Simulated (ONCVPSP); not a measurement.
## What one change does to a pseudopotential (N, ONCV)

```json
{
  "Element": "nitrogen (N)",
  "Generator": "ONCVPSP 4.0.1",
  "Type": "optimised norm-conserving Vanderbilt (ONCV)",
  "Functional": "PBE",
  "Relativity": "scalar-relativistic",
  "Frozen core": "[He]",
  "Valence charge": "5",
  "Reference configuration": "2s2 2p1 (charge +2)",
  "Partial waves": "2s: rc 0.80 bohr, ncon 4, nbas 9, qcut 10.4 1/bohr, local; 2p: rc 1.65 bohr, ncon 4, nbas 9, qcut 9.9 1/bohr, 3 projectors, debl 2.6 Ha",
  "Local potential": "the s channel",
  "Core correction": "Teter function, fcfact 5.75, rcfact 1.65"
}
```

Change: core correction Teter function, fcfact 5.75, rcfact 2.04.

Cutoffs: the cutoffs (Ha) at which the residual kinetic energy of the hardest occupied pseudo-wave falls to 1 and 0.1 mHa per electron; they do not see the model core or the augmentation charge, which bear on the density cutoff. Errors are all-electron minus pseudo energies relative to the spin-unpolarised reference configuration.

Question: How do hardness, ghosts and transferability respond?

Answer: The potential gets neither clearly harder nor softer (33 Ha and 41 Ha → 33 Ha and 41 Ha); of the 4 tests that both files solve, the error grows in 0 and shrinks in 4 by more than 15 % and 0.3 meV (median size 136.9 → 83.1 meV); neither file shows a bound ghost. That the errors move this way runs against the usual rule that smaller radii transfer better. A model core, the more so a compact one, raises the density cutoff, which this test does not measure.

| quantity | base | changed |
| --- | --- | --- |
| cutoff, loose | 33 Ha | 33 Ha |
| cutoff, tight | 41 Ha | 41 Ha |
| bound ghosts | none | none |
| GHOST(+) flags under 300 eV | none | none |
| error for 2s2 2p3, meV [ΔE -42.44 eV] | +142 | +92 |
| error for 2s2 2p2, meV [ΔE -28.85 eV] | +62 | +38 |
| error for 2s2 2p0, meV [ΔE 47.08 eV] | +147 | +74 |
| error for 2s1 2p3, meV [ΔE -17.07 eV] | +132 | +103 |
| s: phases at 0.81 bohr within 0.05 rad from the reference energy up to (Ha; the scan ends near 5) | to the end of the scan | to the end of the scan |
| p: phases at 1.68 bohr within 0.05 rad from the reference energy up to (Ha; the scan ends near 5) | to the end of the scan | to the end of the scan |
| rms error of d²Exc/dni dnj with the model core, mHa | 1.87 | 8.16 |
